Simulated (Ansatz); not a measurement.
A run for Ansatz (an electronic-structure program): R-CCSD(T)/cc-pVDZ on GaH5N2 (SMILES [NH2][GaH][NH2]), a point of a torsion scan. The run froze 16 orbitals, filled d shells among them.

Ansatz 0.2 input:
```yaml
crystal:
  periodic: [false, false, false]
  atoms:
    - {symbol: N, position_ang: [1.64853175, -0.39942033, 0.23978475]}
    - {symbol: Ga, position_ang: [-0.03299830, 0.29230234, 0.47889466]}
    - {symbol: N, position_ang: [-0.91556730, -0.14855261, 1.99238532]}
    - {symbol: H, position_ang: [1.75423672, -1.40903713, 0.21459437]}
    - {symbol: H, position_ang: [2.24081961, -0.02070440, -0.49360610]}
    - {symbol: H, position_ang: [-0.69897642, 1.31168846, -0.46153515]}
    - {symbol: H, position_ang: [-0.52714439, -0.73293670, 2.72232978]}
    - {symbol: H, position_ang: [-1.85899902, 0.11710427, 2.24104077]}
basis:
  gaussian:
    orbitals: cc-pVDZ
magnetization: {spin_polarized: false}
correlation: {method: ccsd_t, electrons: outside_noble_gas}
scf: {lower_state_search: off}
```

Program output:

```
WARN ansatz: RAYON_NUM_THREADS=1 ignored (pool sized by the plan → 1); use --threads N
Functional definition: HF
these checks for a lower state are left out or cut short: stability, starts, cluster_reference, orbital_swaps, neighbouring_geometries, increment
integrals: 0.07 GiB planned
808 factors; integrals over basis functions are off by at most 1.4e-3 eV
mean field: 0.17 GiB planned
mean field evaluation 1: about -55372.6567 eV, gradient 4.3e1 eV
mean field evaluation 2: about -55372.6668 eV, gradient 4.3e1 eV
mean field evaluation 4: about -55376.6662 eV, gradient 2.5e0 eV
mean field evaluation 8: about -55376.6940 eV, gradient 6.5e-5 eV
mean field -55376.69397701 eV, -2035.0559679836 hartree, gradient 8.2e-7 eV, S^2 0.000000; 0 other end points of the search recorded, 0 dependent functions left out
16 core orbitals not correlated
reference -55376.69397701 eV, -2035.0559679836 hartree; 9, 9 occupied and 55, 55 virtual orbitals, 808 factors
second order -11.37537670 eV of doubles, -0.00000000 eV of singles
coupled cluster: 0.17 GiB planned
cycle   1  -11.83337941 eV  change   -4.6e-1 eV  update   7.9e-2
cycle   2  -12.13128849 eV  change   -3.0e-1 eV  update   2.4e-2
cycle   3  -12.21343718 eV  change   -8.2e-2 eV  update   1.4e-2
cycle   4  -12.20906249 eV  change    4.4e-3 eV  update   4.2e-3
cycle   5  -12.20799939 eV  change    1.1e-3 eV  update   1.8e-3
cycle   6  -12.20789689 eV  change    1.0e-4 eV  update   5.0e-4
cycle   7  -12.20766318 eV  change    2.3e-4 eV  update   1.5e-4
cycle   8  -12.20764455 eV  change    1.9e-5 eV  update   4.4e-5
cycle   9  -12.20764410 eV  change    4.5e-7 eV  update   1.4e-5
perturbative correction -0.30070540 eV, -0.0110507195 hartree
Total energy: -55389.20232650 eV, -2035.5156413491 hartree
Checks for a lower state left out: stability, starts, cluster_reference, orbital_swaps, neighbouring_geometries, increment
```

The run converged.

Cost: very roughly 1.9 core-seconds.
